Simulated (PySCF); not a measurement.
Computed Raman spectrum (relative Raman activity) of a molecule C2H6F2Si. Geometry: B3LYP-D3(BJ)/def2-SVP. Other conformers were not sampled. Level of theory: B3LYP-D3(BJ)/def2-SVP (PySCF). Frequencies are harmonic and unscaled.

Lines under 2 % of the strongest are left out, and lines within 2 cm⁻¹ are merged.

ν (cm⁻¹): 636 (w), 1423 (w), 1434 (w), 3035 (vs), 3126 (w), 3128 (s), 3132 (s) (against the strongest line: vs over 80 %, s over 45 %, m over 15 %, w over 4 %, vw less)

Q: Which structure fits?
A. CC(F)(F)[SiH3]
B. FC[SiH2]CF
C. FC(F)C[SiH3]
D. C[Si](C)(F)F

A: D, C[Si](C)(F)F
